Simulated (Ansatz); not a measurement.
Abridged output of a molecular run in Ansatz:

```
Functional definition: HF
1238 factors; integrals over basis functions are off by at most 1.2e-3 eV
mean field evaluation 1: about -65426.5324 eV, gradient 3.5e1 eV
mean field evaluation 2: about -65426.6063 eV, gradient 3.5e1 eV
mean field evaluation 4: about -65429.8835 eV, gradient 3.5e0 eV
mean field evaluation 8: about -65429.9368 eV, gradient 2.9e-1 eV
mean field -65429.93716241 eV, -2404.5058407143 hartree, gradient 1.4e-6 eV, S^2 0.000000; 0 other end points of the search recorded, 0 dependent functions left out
15 core orbitals not correlated: weight in the atoms' cores, before any rotation towards them, 1.000 or more for the frozen orbitals, at most 0.000 for the correlated occupied ones
reference -65429.93716241 eV, -2404.5058407143 hartree; 22, 22 occupied and 79, 79 virtual orbitals, 1238 factors
second order -18.35718955 eV of doubles, -0.00000000 eV of singles
cycle   1  -18.51309979 eV  change   -1.6e-1 eV  update   1.3e-1
cycle   2  -19.15377977 eV  change   -6.4e-1 eV  update   4.2e-2
cycle   3  -19.32757569 eV  change   -1.7e-1 eV  update   2.5e-2
cycle   4  -19.31521584 eV  change    1.2e-2 eV  update   6.3e-3
cycle   5  -19.31414353 eV  change    1.1e-3 eV  update   3.2e-3
cycle   6  -19.31483195 eV  change   -6.9e-4 eV  update   1.1e-3
cycle   7  -19.31419810 eV  change    6.3e-4 eV  update   4.8e-4
cycle   8  -19.31411347 eV  change    8.5e-5 eV  update   1.7e-4
cycle   9  -19.31419075 eV  change   -7.7e-5 eV  update   6.0e-5
cycle  10  -19.31419777 eV  change   -7.0e-6 eV  update   2.3e-5
perturbative correction -0.63126345 eV, -0.0231985039 hartree
Total energy: -65449.88262364 eV, -2405.2388228948 hartree
```

Its atoms:

```xyz
10

Sn    1.622   -0.242   -1.080
Ge   -0.056    0.573    0.706
C    -1.763   -0.269    0.912
O    -1.730    0.754   -0.060
H     1.916    0.992   -2.217
H     3.094   -0.681   -0.338
H     0.938   -1.598   -1.848
H     0.233    1.796    1.591
H    -2.348   -0.046    1.806
H    -1.908   -1.279    0.528
```

Question: Which basis set was used?
A. def2-SVPD
B. def2-TZVPP
C. def2-SVP
D. cc-pV(Q+d)Z

Answer: C. It gives 116 functions.

Question: Write the keys of the input that set method, charge and spin (a neutral closed shell needs none for the last two).

Answer: 
```yaml
correlation: {method: ccsd_t}
```
